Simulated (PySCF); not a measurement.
Isomers of C4H10Ge.

All values: B3LYP/def2-SVPD (PySCF) at PBE0-D3(BJ)/def2-SVP geometries, gas phase, one conformer each. Core orbitals are frozen in the response; Δα² is half the sum of the squared differences of the principal polarisabilities. The calculation is non-relativistic, for germanium too.

Question: Rank by polarisability anisotropy Δα, lowest first.
A. `C[C@@H]1C[C@H]1[GeH3]`
B. `[CH3:1][CH2:2]/[CH:3]=[CH:4]\[GeH3:5]` with C1–C2–C3–C4 -123°
C. `[CH3:1][CH:2]1[CH2:3][GeH2:4][CH2:5]1` with C1–C2–C3–Ge4 99°, C2–C3–Ge4–C5 16°, C3–Ge4–C5–C2 -16°, C1–C2–C5–Ge4 -99°
D. `[CH2:1]=[C:2]([CH3:3])[CH2:4][GeH3:5]` with C1–C2–C4–Ge5 99°
E. `C[C]1([GeH3])CC1`
F. `[CH2:1]=[CH:2][CH2:3][CH2:4][GeH3:5]` with C1–C2–C3–C4 -115°, C2–C3–C4–Ge5 -62°

Answer: E (2.03 Å³), C (2.74 Å³), A (3.33 Å³), D (3.87 Å³), F (4.57 Å³), B (5.02 Å³).

Question: Rank by HOMO–LUMO gap, lowest first.
A. `[CH3:1][CH2:2]/[CH:3]=[CH:4]\[GeH3:5]` with C1–C2–C3–C4 -123°
B. `[CH3:1][GeH:2]1[CH2:3][CH2:4][CH2:5]1` with C1–Ge2–C3–C4 94°, Ge2–C3–C4–C5 22°, C3–C4–C5–Ge2 -22°, C1–Ge2–C5–C4 -93°
C. `[CH2:1]=[CH:2][CH2:3][CH2:4][GeH3:5]` with C1–C2–C3–C4 -115°, C2–C3–C4–Ge5 -62°
D. `[C]1(C)([GeH3])CC1`

Answer: A (6.67 eV), C (7.12 eV), B (7.71 eV), D (7.83 eV).

Question: Rank by HOMO energy, lowest first.
A. `[CH3:1][GeH:2]1[CH2:3][CH2:4][CH2:5]1` with C1–Ge2–C3–C4 94°, Ge2–C3–C4–C5 22°, C3–C4–C5–Ge2 -22°, C1–Ge2–C5–C4 -93°
B. `C[C@@H]1C[C@H]1[GeH3]`
C. `[CH2:1]=[C:2]([CH3:3])[CH2:4][GeH3:5]` with C1–C2–C4–Ge5 99°
D. `[CH3:1][CH2:2]/[CH:3]=[CH:4]\[GeH3:5]` with C1–C2–C3–C4 -123°

Answer: B (-7.62 eV), A (-7.35 eV), D (-7.23 eV), C (-6.66 eV).

All values together:

| SMILES | μ (D) | HOMO (eV) | LUMO (eV) | α (Å³) | Δα (Å³) | ΔSCF removal energy (eV) |
| --- | --- | --- | --- | --- | --- | --- |
| CC1[CH2][GeH2][CH2]1 | 0.49 | -7.51 | 0.11 | 11.73 | 2.74 | 9.61 |
| CC/C=[CH]\[GeH3] | 1.05 | -7.23 | -0.56 | 12.46 | 5.02 | 9.37 |
| [CH3][GeH]1[CH2]C[CH2]1 | 0.44 | -7.35 | 0.35 | 11.71 | 2.61 | 9.43 |
| C=CC[CH2][GeH3] | 0.75 | -7.30 | -0.18 | 12.40 | 4.57 | 9.65 |
| C[C@@H]1C[C@H]1[GeH3] | 0.90 | -7.62 | 0.26 | 11.89 | 3.33 | 9.71 |
| C[C]1([GeH3])CC1 | 0.76 | -7.68 | 0.15 | 11.81 | 2.03 | 9.77 |
| C=C(C)[CH2][GeH3] | 0.64 | -6.66 | -0.11 | 12.49 | 3.87 | 8.79 |

Conformers: `[CH3:1][CH:2]1[CH2:3][GeH2:4][CH2:5]1` with C1–C2–C3–Ge4 99°, C2–C3–Ge4–C5 16°, C3–Ge4–C5–C2 -16°, C1–C2–C5–Ge4 -99°; `[CH3:1][CH2:2]/[CH:3]=[CH:4]\[GeH3:5]` with C1–C2–C3–C4 -123°; `[CH3:1][GeH:2]1[CH2:3][CH2:4][CH2:5]1` with C1–Ge2–C3–C4 94°, Ge2–C3–C4–C5 22°, C3–C4–C5–Ge2 -22°, C1–Ge2–C5–C4 -93°; `[CH2:1]=[CH:2][CH2:3][CH2:4][GeH3:5]` with C1–C2–C3–C4 -115°, C2–C3–C4–Ge5 -62°; `[CH2:1]=[C:2]([CH3:3])[CH2:4][GeH3:5]` with C1–C2–C4–Ge5 99°.

By how much does the ΔSCF value exceed −ε(HOMO) over the species that have both?

By 2.08 to 2.35 eV, 2.14 eV on average, over 7 species.
